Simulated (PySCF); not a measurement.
C₂H₉AlBNO₂, singlet, at the geometry of the source list, with bond 8-2 at 1.8 times its length; CASCI(2,2)+NEVPT2/STO-3G in PySCF.

PySCF was given this input:
```python
from pyscf import gto, scf, mcscf, mrpt
import numpy

mol = gto.M(
    atom='''
B     2.037700   -0.105700    0.182900
O     1.826600   -1.444000   -0.032700
O     3.283400    0.437900    0.356700
N     0.891700    0.730000    0.206500
Al   -0.843200    0.251700   -0.016000
C    -1.946900    1.770700   -0.684100
C    -1.512900   -1.577300    0.393100
H     3.229520   -2.440840   -0.049980
H     4.015300   -0.174300    0.322600
H     1.128700    1.707800    0.333300
H    -1.672600    2.106100   -1.687700
H    -3.004800    1.501100   -0.715100
H    -1.862000    2.647100   -0.034600
H    -2.078900   -1.624000    1.328300
H    -2.183700   -1.945000   -0.389900
H    -0.684400   -2.284400    0.479100
''',
    basis='sto-3g',
    charge=0,
    spin=0,
    verbose=4,
)

mf = scf.RHF(mol)
mf.kernel()
mc = mcscf.CASCI(mf, 2, 2)
mc.fix_spin_(ss=0.0)
mc.kernel()
occ = numpy.linalg.eigvalsh(mc.fcisolver.make_rdm1(mc.ci, mc.ncas, mc.nelecas))[::-1]
ss = mc.fcisolver.spin_square(mc.ci, mc.ncas, mc.nelecas)[0]
print('natural occupations', occ.round(4), ' <S^2>', round(ss, 4))
e2 = mrpt.NEVPT(mc).kernel()
print('E(NEVPT2) = %.10f' % (mc.e_tot + e2))
```

The log (banner, timings and long lists left out):

```
PySCF version 2.14.0

[INPUT] verbose = 4
[INPUT] num. atoms = 16
[INPUT] num. electrons = 62
[INPUT] charge = 0
[INPUT] spin (= nelec alpha-beta = 2S) = 0
[INPUT] symmetry False subgroup None
[INPUT] Mole.unit = angstrom
[INPUT] Symbol           X                Y                Z      unit          X                Y                Z       unit  Magmom
[INPUT]  1 B      2.037700000000  -0.105700000000   0.182900000000 AA    3.850694924026  -0.199744051367   0.345630908183 Bohr   0.0
[INPUT]  2 O      1.826600000000  -1.444000000000  -0.032700000000 AA    3.451773739131  -2.728764523872  -0.061794044273 Bohr   0.0
[INPUT]  3 O      3.283400000000   0.437900000000   0.356700000000 AA    6.204726757397   0.827511069947   0.674065308632 Bohr   0.0
[INPUT]  4 N      0.891700000000   0.730000000000   0.206500000000 AA    1.685068785275   1.379500070932   0.390228444723 Bohr   0.0
[INPUT]  5 Al    -0.843200000000   0.251700000000  -0.016000000000 AA   -1.593417068233   0.475644065553  -0.030235617993 Bohr   0.0
[INPUT]  6 C     -1.946900000000   1.770700000000  -0.684100000000 AA   -3.679107791916   3.346138048767  -1.292761641815 Bohr   0.0
[INPUT]  7 C     -1.512900000000  -1.577300000000   0.393100000000 AA   -2.858966653854  -2.980665016276   0.742851339567 Bohr   0.0
[INPUT]  8 H      3.229520000000  -2.440840000000  -0.049980000000 AA    6.102908313805  -4.612519113883  -0.094448511706 Bohr   0.0
[INPUT]  9 H      4.015300000000  -0.174300000000   0.322600000000 AA    7.587817307966  -0.329379263512   0.609625647785 Bohr   0.0
[INPUT] 10 H      1.128700000000   1.707800000000   0.333300000000 AA    2.132933876797   3.227274275532   0.629845717318 Bohr   0.0
[INPUT] 11 H     -1.672600000000   2.106100000000  -1.687700000000 AA   -3.160755915948   3.979952190946  -3.189290780428 Bohr   0.0
[INPUT] 12 H     -3.004800000000   1.501100000000  -0.715100000000 AA   -5.678249059093   2.836667885585  -1.351343151676 Bohr   0.0
[INPUT] 13 H     -1.862000000000   2.647100000000  -0.034600000000 AA   -3.518670043940   5.002294024336  -0.065384523910 Bohr   0.0
[INPUT] 14 H     -2.078900000000  -1.624000000000   1.328300000000 AA   -3.928551640358  -3.068915226294   2.510123211260 Bohr   0.0
[INPUT] 15 H     -2.183700000000  -1.945000000000  -0.389900000000 AA   -4.126594938213  -3.675517312279  -0.736804215968 Bohr   0.0
[INPUT] 16 H     -0.684400000000  -2.284400000000   0.479100000000 AA   -1.293328559652  -4.316890358956   0.905367786279 Bohr   0.0

nuclear repulsion = 337.126378151231
number of shells = 32
number of NR pGTOs = 144
number of NR cGTOs = 48
basis = sto-3g
ecp = {}

******** <class 'pyscf.scf.hf.RHF'> ********
method = RHF
initial guess = minao
damping factor = 0
level_shift factor = 0
DIIS = <class 'pyscf.scf.diis.CDIIS'>
diis_start_cycle = 1
diis_space = 8
diis_damp = 0
SCF conv_tol = 1e-09
SCF conv_tol_grad = None
SCF max_cycles = 50
direct_scf = True
direct_scf_tol = 1e-13
Set gradient conv threshold to 3.16228e-05
Initial guess from minao.
init E= -545.236286076551
  HOMO = -0.292406801408686  LUMO = -0.0933584767642971  gap/eV = 5.41638
cycle= 1 E= -544.597193460663  delta_E= 0.639  |g|= 0.754  |ddm|= 4.73
  HOMO = -0.078942856350436  LUMO = 0.173757835625583  gap/eV = 6.87634
cycle= 2 E= -544.796937906214  delta_E= -0.2  |g|= 0.486  |ddm|= 1.79
  HOMO = -0.26160187439212  LUMO = 0.136291748922093  gap/eV = 10.82724
cycle= 3 E= -544.880235705778  delta_E= -0.0833  |g|= 0.0747  |ddm|= 0.681
  HOMO = -0.287448299564797  LUMO = 0.175985119133991  gap/eV = 12.61067
cycle= 4 E= -544.882651452756  delta_E= -0.00242  |g|= 0.0231  |ddm|= 0.125
  HOMO = -0.28649444316609  LUMO = 0.180639810137408  gap/eV = 12.71137
cycle= 5 E= -544.882897473584  delta_E= -0.000246  |g|= 0.00391  |ddm|= 0.044
  HOMO = -0.28721180530041  LUMO = 0.180398089802403  gap/eV = 12.72431
cycle= 6 E= -544.882907999097  delta_E= -1.05e-05  |g|= 0.00149  |ddm|= 0.00813
  HOMO = -0.286893288876763  LUMO = 0.180701353249014  gap/eV = 12.72390
cycle= 7 E= -544.882910103807  delta_E= -2.1e-06  |g|= 0.000532  |ddm|= 0.00412
  HOMO = -0.287089658856573  LUMO = 0.180996117239669  gap/eV = 12.73726
cycle= 8 E= -544.88291043376  delta_E= -3.3e-07  |g|= 0.000223  |ddm|= 0.00162
  HOMO = -0.287071799391775  LUMO = 0.181004820562058  gap/eV = 12.73701
cycle= 9 E= -544.882910533987  delta_E= -1e-07  |g|= 6.89e-05  |ddm|= 0.00116
  HOMO = -0.287076408733859  LUMO = 0.180995813435911  gap/eV = 12.73689
cycle= 10 E= -544.882910543572  delta_E= -9.58e-09  |g|= 1.8e-05  |ddm|= 0.000393
  HOMO = -0.287073653082687  LUMO = 0.180993055529547  gap/eV = 12.73674
cycle= 11 E= -544.882910544057  delta_E= -4.84e-10  |g|= 6.26e-06  |ddm|= 8.17e-05
  HOMO = -0.287074022577117  LUMO = 0.180993188049173  gap/eV = 12.73676
Extra cycle  E= -544.882910544105  delta_E= -4.85e-11  |g|= 4.26e-06  |ddm|= 1.55e-05
converged SCF energy = -544.882910544105

******** <class 'pyscf.mcscf.casci.CASCI'> ********
CAS (1e+1e, 2o), ncore = 30, nvir = 16
natorb = False
canonicalization = True
sorting_mo_energy = False
******** <class 'pyscf.fci.addons.SpinPenaltyFCISolver'> ********
max. cycles = 200
conv_tol = 1e-08
davidson only = True
linear dependence = 1e-12
level shift = 0.001
max iter space = 12
nroots = 1
pspace_size = 400
spin = None
Density matrix diagonal elements [1.99998511e+00 1.48865420e-05]
CASCI converged
CASCI E = -544.882919272063  E(CI) = -1.05765141592383  S^2 = 0.0000000
natural occupations [2. 0.]  <S^2> 0.0

******** <class 'pyscf.mrpt.nevpt2.NEVPT'> ********
NEVPT2 (1e+1e, 2o), ncore = 30, nvir = 16
root = 0
Natural occ [1.99998511e+00 1.48860566e-05]
Natural orbital (expansion on meta-Lowdin AOs) in CAS space
               #1        #2
0 B 1s          -0.00039  -0.00134
0 B 2s           0.01241   0.05278
0 B 2px         -0.02439  -0.08817
0 B 2py         -0.00506  -0.08171
0 B 2pz          0.13045  -0.01909
1 O 1s          -0.00003   0.00203
1 O 2s           0.00275  -0.14847
1 O 2px          0.01751  -0.59548
1 O 2py          0.04130   0.26468
1 O 2pz         -0.26926  -0.01592
2 O 1s           0.00007  -0.00036
2 O 2s          -0.00553   0.02683
2 O 2px          0.02948  -0.07770
2 O 2py          0.03664  -0.01247
2 O 2pz         -0.28177  -0.00759
3 N 1s           0.00005   0.00117
3 N 2s          -0.00112  -0.09501
3 N 2px         -0.03419  -0.06153
3 N 2py         -0.11405   0.07220
3 N 2pz          0.81979   0.01178
4 Al 1s         -0.00002  -0.00008
4 Al 2s          0.00019   0.00059
4 Al 3s          0.00409   0.02158
4 Al 2px         0.00103   0.00001
4 Al 2py        -0.00238  -0.00003
4 Al 2pz        -0.00047   0.00012
4 Al 3px        -0.06493   0.02205
4 Al 3py         0.15600  -0.00697
4 Al 3pz         0.11906  -0.00594
5 C 1s          -0.00035   0.00007
5 C 2s           0.06479  -0.00484
5 C 2px          0.12865  -0.00437
5 C 2py         -0.16995   0.00512
5 C 2pz          0.04618  -0.00285
6 C 1s           0.00029   0.00024
6 C 2s          -0.05193  -0.01839
6 C 2px         -0.04665  -0.01804
6 C 2py         -0.17701  -0.00921
6 C 2pz          0.01923   0.00278
7 H 1s          -0.00746   0.70898
8 H 1s           0.00796  -0.00136
9 H 1s          -0.01811   0.07530
10 H 1s         -0.01248  -0.00085
11 H 1s         -0.04117   0.00423
12 H 1s         -0.05424   0.00055
13 H 1s          0.00667   0.00772
14 H 1s          0.03996   0.00591
15 H 1s          0.04290   0.00262
<CAS-nat-orb|mo-hf>  31     31       1.00000000
<CAS-nat-orb|mo-hf>  32     32       1.00000000
Sr    (-1)',   E = -0.00003970046828
Si    (+1)',   E = -0.00008066150892
Sijrs (0)  ,   E = -0.24738531567399
Sijr  (+1) ,   E = -0.02537837338406
Srsi  (-1) ,   E = -0.02361857955832
Srs   (-2) ,   E = -0.00276401414287
Sij   (+2) ,   E = -0.03768351962781
Sir   (0)' ,   E = -0.00191588425308
Nevpt2 Energy = -0.338866048617317
E(NEVPT2) = -545.2217853207
```
